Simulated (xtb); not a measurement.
C₆H₁₀AuO₂, doublet, geometry from GFN2-xTB (such geometries of metal compounds can be far from the true shape) (the multiplicity is a formal guess). Base run: GFN0-xTB (xtb).

xtb was given this input:
```
$ xtb mol.xyz --gfn 0 --uhf 1 --json

# file mol.xyz
19

Au     0.58540392     0.71567390     0.30453152
C      1.61447509     2.27092347    -0.50619881
H      2.67736973     2.15567797    -0.32622369
H      1.28954598     3.20838214    -0.06913055
H      1.45031409     2.31516866    -1.57461821
C     -1.62282724    -1.51590484    -2.91002848
C     -1.08852668    -1.10420628    -1.54990003
C     -1.48741390    -1.88630785    -0.47297465
C     -1.14008858    -1.72629964     0.87432530
C     -1.73091835    -2.73766351     1.83190187
O     -0.39947080    -0.84348800     1.37320642
O     -0.33830359    -0.09323380    -1.55714723
H     -2.71004235    -1.50868425    -2.89587622
H     -1.26299181    -0.82417514    -3.66627369
H     -1.28367242    -2.52176866    -3.14642573
H     -2.14156127    -2.71500394    -0.69844434
H     -1.38998127    -2.52650922     2.84167846
H     -2.81709013    -2.68890530     1.79853208
H     -1.42480665    -3.74189381     1.54756690
```

Variants of this job, named by their change:

```
change         ΔE vs base (mEh)
-------------  ----------------
base                      0.000
file = coord              0.000
etemp = 10000           -83.684
```
